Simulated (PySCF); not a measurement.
Species: C3H7FOSi.
Atom-mapped SMILES: `[OH:1][SiH2:2]/[CH:3]=[CH:4]\[CH2:5][F:6]`

Lines to be assigned: C 1s: 289.94 (area 1), 290.85 (area 1), 293.53 (area 1) eV; O 1s: 538.16 eV; F 1s: 692.97 eV; Si 1s: 1846.77 eV; Si 2p3/2: 106.88 eV.

Method used: delta-SCF UKS SCAN, pcX-2 on the ionised atom, pcseg-1 elsewhere, spin-free X2C in PySCF. Isolated species at its GFN2-xTB geometry (one conformer only).

Assign the C 1s lines to atoms.

289.94 eV: C3 (alkene CH carbon); 290.85 eV: C4 (alkene CH carbon); 293.53 eV: C5 (sp3 C–F carbon). The listed C 1s values span 3.59 eV, from C3 (bonded to C (double bond), H and Si) to C5 (bonded to F, C and 2 H). The widest gap between neighbouring values is 2.68 eV, between 290.85 and 293.53 eV. Summing the Pauling electronegativity differences to the bonded atoms, each weighted by its formal bond order, gives -1.00 for the lowest site and +0.73 for the highest; no listed site has a larger sum than the highest.

Bonded neighbours of each site: O1: H and Si; Si2: O, C and 2 H; C3: C (double bond), H and Si; C4: C (double bond), C and H; C5: F, C and 2 H; F6: C.

What is the longest wavelength that can ionise C 1s of C4 vertically?

λ = hc/E = 12398.42 eV Å / 290.85 eV = 42.628 Å.

For 2p shells one spin-free hole was relaxed; a mean-field spin–orbit operator and the ground-state splitting of the three 2p orbitals were then diagonalised within the shell. The shell's mean is (2 × 2p3/2 + 2p1/2)/3, and the degeneracies 2j + 1 give areas of 2:1. 2p1/2 minus 2p3/2 (ligand field included): Si 0.62 eV.

The run took 3.6 min on one thread of an Intel Xeon at 2.50 GHz (shared host), and the process peaked at 0.69 GiB of memory.

Conformer computed: `[OH:1][SiH2:2]/[CH:3]=[CH:4]\[CH2:5][F:6]`: O1–Si2–C3–C4 -55°, C3–C4–C5–F6 -5°, H–O1–Si2–C3 66°.
